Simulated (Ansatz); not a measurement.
Computed with Ansatz on PBE0-D4/def2-TZVP structures; ΔE is electronic, products minus reactants. CCSD(T)/CBS is the MP2 limit (def2-TZVPP, def2-QZVPP) plus CCSD(T) − MP2 in def2-TZVPP, frozen cores. This one scheme is used for every species. Functionals use def2-TZVPP. B3LYP here is the variant with VWN-RPA as its local correlation; programs differ in this. For Mg outer-core shells are correlated without core-valence functions, which leaves a few kJ/mol of doubt a bond. Each species was taken in one conformer, which may not be the lowest.

`[SiH3][O][Mg][SH]` + H₂O → `[OH][Mg][SH]` + `O[SiH3]`  (formal hydrolysis of a Mg–O bond)

Question: Is it downhill or uphill in electronic energy at CCSD(T)/CBS, and by how much? (Best estimate.)

Answer: The calculation gave: Uphill: ΔE = +41.2 kJ/mol.

Question: What do these levels give: B97M-V, B3LYP-D4, B2PLYP, r2SCAN, B3LYP, CCSD/def2-SVP? (Estimate.)

Answer: The calculation gave: B97M-V 38.0, B3LYP-D4 34.9, B2PLYP 34.3, r2SCAN 34.0, B3LYP 32.0, CCSD/def2-SVP 41.6 kJ/mol.

Largest T1 diagnostic among the species: 0.011.

From BLYP to BHLYP (50 % exact exchange), in def2-TZVPP and without D4, ΔE moves by +4.3 kJ/mol. Leaving LDA and LC-ωPBE aside and taking each functional with its dispersion term where it has one, the values, not all of them listed here, spread over 5.0 kJ/mol, from CAM-B3LYP-D4 to B97M-V.
